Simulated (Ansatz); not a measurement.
Calculated with Ansatz (gas phase, PBE0-D4/def2-TZVP geometries, no zero-point term in ΔE). CCSD(T)/CBS is the MP2 limit (def2-TZVPP, def2-QZVPP) plus CCSD(T) − MP2 in def2-TZVPP, frozen cores. This one scheme is used for every species. Functionals use def2-TZVPP. B3LYP here is the variant with VWN-RPA as its local correlation; programs differ in this. For Br outer-core shells are correlated without core-valence functions, which leaves a few kJ/mol of doubt a bond. Scalar relativity is left out up to krypton. One conformer a species, not always the lowest.

`C[CH2][Al]([F])[Br]` + SiH₄ → `C[CH2][Al]([F])[SiH3]` + HBr  (formal exchange of groups at the Al–Br bond)

Q: Is it downhill or uphill in electronic energy at CCSD(T)/CBS, and by how much? (Estimate.)

A: The calculation gave: Uphill: ΔE = +165.9 kJ/mol.

Q: What do these levels give: B2PLYP, PBE, B3LYP, HF/def2-TZVPP, MP2/def2-TZVPP, CCSD(T)/def2-TZVPP? (Estimate.)

A: Computed: B2PLYP 167.9, PBE 145.8, B3LYP 162.3, HF/def2-TZVPP 184.8, MP2/def2-TZVPP 175.2, CCSD(T)/def2-TZVPP 162.8 kJ/mol.

Largest T1 diagnostic among the species: 0.012.

In def2-TZVPP, CCSD(T) changes the Hartree–Fock value by −22.0 kJ/mol (the triples alone add −2.0 kJ/mol) and MP2 by −9.6 kJ/mol. From PBE to PBE0 (25 % exact exchange), in def2-TZVPP and without D4, ΔE moves by +8.3 kJ/mol.
